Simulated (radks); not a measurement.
The numbers below are computed, except where a source is named.
Polarisability of neutral copper, [Ar] 3d10 4s1, at imaginary frequency. Code: a radial shooting solver on a logarithmic mesh with Libxc functionals. Model: non-relativistic Kohn-Sham, LDA (Slater exchange, Perdew-Wang correlation), spin-polarised, spherical densities, point nucleus; open shells are filled with parallel spins first. Response by self-consistent Sternheimer equations with the Hartree and adiabatic LDA kernel.

w (hartree),alpha1(iw) (bohr^3),alpha2(iw) (bohr^5)
0.00266,41.51,387.6
0.0143,41.25,380.4
0.0360,39.87,355.2
0.0697,36.07,320.3
0.118,29.38,277.3
0.186,21.42,221.3
0.280,14.47,159.0
0.413,9.433,103.5
0.605,6.075,61.96
0.892,3.857,34.57
1.35,2.366,17.91
2.12,1.352,8.433
3.59,0.6748,3.424
6.94,0.2586,1.067
17.5,0.05672,0.1898

Static values: alpha1 = 41.52 bohr^3 (6.153 angstrom^3; uncoupled 62.10), alpha2 = 387.9 bohr^5, alpha3 = 6428 bohr^7. C6 = 266.8, C8 = 12670, triple-dipole C9 = 7697 atomic units. One-pole (London) frequency 4 C6 / (3 alpha1^2) = 0.206 hartree, against 0.184 for minus the highest occupied eigenvalue. The dipole shielding factor is 1.000, as the force sum rule N/Z = 1.000 demands. Recommended static value: 46.5 bohr^3 (Schwerdtfeger and Nagle, 2023 table).
